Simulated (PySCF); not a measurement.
**NMR problem set**

Theoretical values (PySCF): NMR shieldings at PBE0/pcSseg-1/GIAO, GFN2-xTB geometry. No relativistic terms, one averaged value for each set of equivalent atoms, isolated molecule, a single conformation.

Referencing at the same level of theory: $^{1}$H and $^{13}$C vs TMS. Splittings of carbon signals by F and P are missing where no couplings were computed. Where no couplings were computed, multiplicities follow the n + 1 count of equivalent neighbours, and m marks all less simple cases (inequivalent or close neighbours, rings, F or P nearby). Shifts are as computed. Against solution values, carbons near 30 ppm lie about +3 ppm off and those near 130 ppm about +5 ppm; carbons on Cl a further +6 ppm. Of 1211 compounds with measured shifts, 218 miss one by over three times the rms of a fit or turn the order of signals round; such compounds aren't used in these exercises. Carbons bonded to Cl come out too deshielded. OH and NH positions are gas-phase values without hydrogen bonding to other molecules.

(1) C₆H₁₀N₂. $^{1}$H NMR (300 MHz, computed): δ 8.81 (br s, 1H), 5.97 (s, 1H), 2.68 (q, 2H), 2.40 (s, 3H), 1.20 (t, 3H). $^{13}$C{$^{1}$H} NMR (computed): δ 159.3, 142.1, 107.9, 26.6, 19.7, 12.6. Identify the compound.

(2) C₆H₃ClO₃. $^{1}$H NMR (500 MHz, computed): δ 10.06 (s, 1H), 7.80 (m, 1H), 7.74 (m, 1H). $^{13}$C{$^{1}$H} NMR (computed): δ 184.0 (CH), 165.3 (C), 161.8 (C), 153.2 (C), 130.1 (CH), 125.7 (CH). Give a structure.

(3) C₈H₆ClN₃. $^{1}$H NMR (500 MHz, computed): δ 8.20 (s, 2H), 7.79 (d, 2H), 7.61 (d, 2H). $^{13}$C{$^{1}$H} NMR (computed): δ 145.3 (C), 143.2 (CH), 138.8 (C), 137.0 (CH), 127.0 (CH). Give a structure.

(4) C₅H₁₁OP. $^{1}$H NMR (600 MHz, computed): δ 6.48 (m, 1H), 6.22 (m, 1H), 1.85 (m, 3H), 1.31 (m, 6H). $^{13}$C{$^{1}$H} NMR (computed): δ 151.1 (C), 136.8 (CH2), 21.6 (CH3), 19.1 (CH3). Give a structure.

## Answers

(1) `CC1=CC(CC)=NN1`. Rings plus π bonds: 3 (1 ring in the answer). 6 carbon signals for 6 carbons: no two carbons are equivalent. Carbon types of the structure: 2 × C, 1 × CH, 1 × CH2, 2 × CH3, leaving 1 H on heteroatoms. δC 159.3, 142.1: substituted aromatic carbon next to a ring nitrogen. δC 107.9: aromatic CH. δC 26.6: sp3 CH2 on an aromatic ring; saturated and bonded to C and H only. δH 8.81: hydrogen on a pyrrole-type ring nitrogen; labile proton, position sensitive to the medium.

The shifts were computed for this structure.

(2) `O=Cc1ccc(C(=O)Cl)o1`. Rings plus π bonds: 5 (1 ring in the answer). 6 carbon signals for 6 carbons: no two carbons are equivalent. Carbon types of the structure: 3 × C, 3 × CH, which accounts for all hydrogens. δC 184.0: aldehyde carbonyl carbon; the double bond to the heteroatom, with no lone-pair donor beside it, deshields it most. δC 161.8, 153.2: substituted aromatic carbon next to the ring oxygen. δC 130.1, 125.7: aromatic CH. δH 10.06: hydrogen on an aldehyde carbonyl carbon; the C=O anisotropy and electron withdrawal place aldehyde protons far downfield.

The shifts were computed for this structure.

(3) SMILES Clc1ccc(-n2cnnc2)cc1. The formula gives 7 degrees of unsaturation (2 rings in the answer). 5 carbon signals for 8 carbons: some carbons are equivalent by symmetry or fast rotation. Carbon types of the structure: 2 × C, 6 × CH, which accounts for all hydrogens. δC 145.3: aromatic carbon bearing chlorine. δC 143.2: aromatic CH between two ring heteroatoms. δC 138.8: aromatic carbon bearing nitrogen; the electronegative substituent deshields the carbon that carries it. δC 137.0, 127.0: aromatic CH; the aromatic region.

The shifts were computed for this structure.

(4) SMILES P(C(=C)C)(C)(C)=O. 4 carbon signals for 5 carbons: some carbons are equivalent by symmetry or fast rotation. Carbon types of the structure: 1 × C, 1 × CH2, 3 × CH3, which accounts for all hydrogens. δC 151.1: fully substituted alkene carbon; as expected for a trigonal carbon in a double bond. δC 136.8: terminal =CH2 carbon; as expected for a trigonal carbon in a double bond. δH 6.48, 6.22: hydrogen on a terminal =CH2 carbon; attached to an sp2 carbon and in the plane of the double bond. δH 1.85: hydrogen on an allylic methyl carbon; allylic position.

This is the structure that produced the data.
